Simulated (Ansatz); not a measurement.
Stepwise reaction of `[NH2][Ga]([NH2])[SH]` with hydrogen chloride, as a gas-phase model of exchange steps in deposition or etching. ΔE in kJ/mol; ΔG adds harmonic PBE0-D4 terms to CCSD(T)/CBS, at 1 bar.

Program: Ansatz. Geometries: PBE0-D4/def2-TZVP. ΔE: electronic, gas phase. CCSD(T)/CBS is the MP2 limit (def2-TZVPP, def2-QZVPP) plus CCSD(T) − MP2 in def2-TZVPP, frozen cores. This one scheme is used for every species. Functionals use def2-TZVPP. B3LYP here is the variant with VWN-RPA as its local correlation; programs differ in this. For Ga outer-core shells are correlated without core-valence functions, which leaves a few kJ/mol of doubt a bond. Scalar relativity is left out up to krypton. Each species was taken in one conformer, which may not be the lowest.

```
step                                                    reaction  PBE-D4  B3LYP-D4  ωB97M-V  CCSD(T)/CBS  ΔG(500 K)
   1  `[NH2][Ga]([NH2])[SH]` + HCl → `[NH2][Ga]([SH])[Cl]` + NH₃   -93.0     -93.7    -93.3        -87.2      -77.6
```

Q: Give the row of step 2, `[NH2][Ga]([SH])[Cl]` + HCl → `[SH][Ga]([Cl])[Cl]` + NH₃. (An estimate is asked.)

A: Ansatz gave: 
```tsv
step	reaction	PBE-D4	B3LYP-D4	ωB97M-V	CCSD(T)/CBS	ΔG(500 K)
2	`[NH2][Ga]([SH])[Cl]` + HCl → `[SH][Ga]([Cl])[Cl]` + NH₃	-75.5	-75.8	-74.7	-69.3	-57.7
```

Q: By hand: ΔE of the 2 steps together at CCSD(T)/CBS.

A: (-87.2) + (-69.3) = -156.5 kJ/mol, or -78.2 kJ/mol a step.

In ΔE each step is higher than the one before. All are downhill at CCSD(T)/CBS. ΔG lies between -77.6 and -57.7 kJ/mol a step. PBE-D4 differs from CCSD(T)/CBS by -6.2 to -5.8 kJ/mol a step. Isolated molecules leave out the surface, adducts and barriers. Largest T1 diagnostic: 0.012.
